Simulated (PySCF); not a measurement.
C5H14N2Si.
Structure used (GFN2-xTB), in Å, numbered top down from 1:
```
atom  x, y, z in Å
C1    -2.2850   -1.4903   -0.5692
Si2   -1.3903   -0.0879    0.3370
C3    -1.5861    1.5637   -0.5780
N4     0.2878   -0.5350    0.3810
N5     0.4911   -1.8580    0.8624
C6     1.3605    0.3610    0.6621
C7     2.6488    0.1918   -0.0960
C8     1.7631    1.3679   -0.3686
H9    -2.1006   -2.4436   -0.0875
H10   -3.3561   -1.3177   -0.5759
H11   -1.9561   -1.5728   -1.6004
H12   -1.9633    0.0784    1.6936
H13   -1.0051    2.3543   -0.1159
H14   -1.2831    1.4914   -1.6176
H15   -2.6267    1.8706   -0.5641
H16    1.3195   -2.2435    0.4119
H17    0.6625   -1.8480    1.8691
H18    1.4502    0.6587    1.7094
H19    2.6864   -0.5801   -0.8498
H20    3.5816    0.3444    0.4260
H21    1.2153    1.3688   -1.2961
H22    2.0753    2.3454   -0.0342
```

NICS = −σ at a ghost point: NICS(0) at the centroid of the ring atoms, NICS(1) 1 Å to either side along the normal of their mean plane, zz for the tensor component along that normal. Level: GIAO PBE0/pcSseg-1 (PySCF, non-relativistic, gas phase) on the GFN2-xTB geometry, one conformer.

Ring bond lengths (Å), with Mayer bond orders in brackets: C6–C7 1.504 (0.95), C7–C8 1.497 (0.98), C8–C6 1.496 (0.96).

Question: What do the NICS probes read (ppm)?

Answer: 
```csv
ring,type,NICS(0),"NICS(1), two faces","NICS(1)zz, two faces",rms pucker (Å),"centre to ring atoms, mean (Å)"
C6–C7–C8,3-membered carbocycle; formal bonds all single,-41.9,-7.9 / -9.5,-18.0 / -24.4,0.00,0.87
```

Question: What can be read from them?

Answer: 
- C6–C7–C8: mean NICS(1)zz -21.2 ppm, shielded. C6, C7, C8 have four or more neighbours, so the value isn't read as a sign of a π ring current. The two faces differ by 6.4 ppm, so no symmetry operation interchanges them. NICS(0) lies 33 ppm below the mean NICS(1).

Question: At the second NICS(1) probe listed for ring C6–C7–C8, 1 Å off the ring, how large is the induced field along the normal in 1 T applied along it?

Answer: NICSzz × B0 = -24.4 ppm × 1 T = -24 μT, against the applied field.
